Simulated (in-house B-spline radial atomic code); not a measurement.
Orbital energies and mean radii along the 18-electron series, configuration [Ne] 3s2 3p6. The effective charge is n√(-2ε), a non-relativistic measure. Computed with an all-electron radial atomic-structure program (B-spline basis): non-relativistic Hartree-Fock, average of the configuration, point nuclei.

This level leaves out relativity, spin-orbit splitting included, which matters for heavy ions.

```csv
ion,Z,energy of 3s (Eh),mean radius of 3s (bohr),energy of 3p (Eh),mean radius of 3p (bohr),energy of 2p (Eh),mean radius of 2p (bohr),effective charge of 3s
Xe36+,54,-97.965,0.29177,-93.426,0.27923,-248.03,0.10163,41.993
Cs37+,55,-102.72,0.28557,-98.071,0.27309,-259.3,0.09961,42.999
Ba38+,56,-107.58,0.27963,-102.83,0.26722,-270.81,0.097665,44.005
La39+,57,-112.55,0.27393,-107.69,0.2616,-282.58,0.095796,45.011
Ce40+,58,-117.64,0.26846,-112.67,0.25622,-294.59,0.093996,46.016
Pr41+,59,-122.83,0.2632,-117.76,0.25105,-306.86,0.092263,47.022
Nd42+,60,-128.14,0.25815,-122.96,0.24608,-319.38,0.090592,48.027
Pm43+,61,-133.56,0.25329,-128.28,0.24131,-332.14,0.088981,49.032
Sm44+,62,-139.09,0.24861,-133.7,0.23672,-345.16,0.087426,50.036
Eu45+,63,-144.73,0.2441,-139.24,0.23231,-358.42,0.085924,51.041
Gd46+,64,-150.48,0.23975,-144.88,0.22805,-371.94,0.084473,52.045
```

Task: How does the screening of 3s change?

Result: Z less the effective charge goes from 12.01 at Z = 54 to 11.95 at Z = 64.
